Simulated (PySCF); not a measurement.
Compound: C₃H₄Al₂Cl₃F.
SMILES: `CC#[C][Al@H-]1[Cl+][Al@@-]([F])([Cl])[Cl+]1`

Method used: TDDFT wB97X-D/def2-SVPD, vertical, gas phase, core orbitals frozen in the response (PySCF 2.14.0, density-fitted response routines). Geometry: GFN2-xTB; no solvent, vibrations or thermal averaging.

Orbital energies (eV): HOMO-3 -11.71, HOMO-2 -11.11, HOMO-1 -9.74, HOMO -9.70, LUMO 0.99, LUMO+1 1.13, LUMO+2 1.40.

Computed singlets:

```
state  E (eV)       f
   S1    5.71  0.0001
   S2    5.96  0.0022
   S3    6.01  0.0006
   S4    7.25   0.063
   S5    7.30   0.025
   S6    7.58   0.028
   S7    7.61   0.608
   S8    8.12  0.0090
```

**Question.** Which orbital pair leads each of S1 and S6, and how does its energy difference Δε compare with the excitation energy?

**Answer.** 

```json
{"state": "S1", "leading configuration": "HOMO→LUMO", "weight": "0.67", "Δε (eV)": "10.69", "E (eV)": "5.71", "E − Δε (eV)": "-4.98", "f": "0.0001", "other configurations": "H→L+5 (8%)"}
{"state": "S6", "leading configuration": "HOMO-2→LUMO", "weight": "0.86", "Δε (eV)": "12.10", "E (eV)": "7.58", "E − Δε (eV)": "-4.52", "f": "0.028", "other configurations": "–"}
```

E − Δε runs from -4.98 to -4.52 eV. Among themselves, these states come in the order of their orbital differences.

H and L stand for HOMO and LUMO. The other states: S2 5.96 eV, f 0.0022, H-1→L (46%), H→L+2 (30%); S3 6.01 eV, f 0.0006, H-1→L+2 (60%), H-1→L+3 (13%), H→L (11%); S4 7.25 eV, f 0.063, H→L+2 (34%), H→L+1 (23%), H→L+3 (16%); S5 7.30 eV, f 0.025, H-1→L+1 (31%), H-1→L+3 (27%), H-1→L+2 (16%); S7 7.61 eV, f 0.608, H-1→L (42%), H→L+2 (18%), H→L+3 (15%); S8 8.12 eV, f 0.0090, H-2→L+2 (35%), H→L+4 (18%), H→L+1 (18%).

Triplets, Tamm–Dancoff:

| state | E (eV) | λ (nm) | main configurations (H = HOMO, L = LUMO) |
| --- | --- | --- | --- |
| T1 | 4.91 | 252.4 | H-1→L (38%), H→L+2 (21%), H-1→L+5 (8%) |
| T2 | 5.34 | 232.3 | H→L (49%), H-1→L+2 (18%) |
| T3 | 5.36 | 231.3 | H→L+2 (36%), H-1→L (28%), H→L+3 (10%) |

Summed over the main configurations (up to three a state, each over 8%) of all 8 singlets, the electron leaves HOMO with weight 2.60, HOMO-1 with weight 2.34 and HOMO-2 with weight 1.21.

On one thread, Arm Neoverse N1 (aarch64), shared host with 64 logical CPUs at a one-minute load of 61, this took 2.2 min of wall time and 1.1 GiB of memory at its peak.
